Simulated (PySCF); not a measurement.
Molecule: SMILES CCCCOC. Atoms near the plane z = 0.0 Å, at the GFN2-xTB optimised geometry (x, y, z in Å): C1 (2.1, -1.6, 0.2), C2 (0.6, -1.6, 0.2), C3 (0.1, -0.2, 0.0), C4 (-1.5, -0.2, 0.0), O5 (-2.0, 1.1, 0.0), H7 (2.5, -1.3, -0.8), H8 (2.5, -1.0, 1.0), H9 (2.5, -2.6, 0.3), H11 (0.2, -2.3, -0.6), H12 (0.4, 0.2, -0.9), H13 (0.4, 0.4, 0.8), H14 (-1.8, -0.8, -0.9), H15 (-1.8, -0.7, 0.9).

Level of theory: CAM-B3LYP/def2-SVP (PySCF). Cells within 0.4 Å of a nucleus heavier than hydrogen are left out (blank, or x). The values are rescaled to run from 0 to 1.

```
|3333333333333333333333333333333|
|3333333333333333333333333333333|
|3333333333333333333333333333333|
|3333333333333333333333333333333|
|3333333333333333333333333333333|
|3333333333333333333333333333333|
|3333333333333333333333333333333|
|3332233333333333333333333333333|
|3222222344433333333333333333333|
|2222212368643333333333333333333|
|2222111799963333333333333333333|
|22211019xx994334433333333333333|
|22210019xxx97556544333333333333|
|222110199x999999985433333333333|
|2222111599999999998443333333333|
|3222222599xx999xx99544433333333|
|3322223699xx999xx99655544333333|
|3333333599999999999899975433333|
|3333333469999999999999998433333|
|33333334468988999x999x999533333|
|3333333344555699xx999xx99633333|
|3333333334444599999999999533333|
|3333333333344479999999999533333|
|3333333333333457997679999543333|
|3333333333333344554458999543333|
|3333333333333334444445776443333|
|3333333333333333333344444433333|
|3333333333333333333334444333333|
|3333333333333333333333333333333|
|3333333333333333333333333333333|
|3333333333333333333333333333333|
```
Scale: ten equal steps from 0.000 (start of '0') to 1.00 (end of '9'), in the order '0123456789'; x runs from -5.00 to 5.00, y from -5.00 (bottom) to 5.00 (top).

Problem. Which quantity is mapped?
A. deformation density (molecule minus spherical neutral atoms)
B. Laplacian of the electron density
C. electrostatic potential
D. an orbital amplitude

Solution. C, electrostatic potential. In full: electrostatic potential (hartree/e), clipped to [-0.08, 0.12].
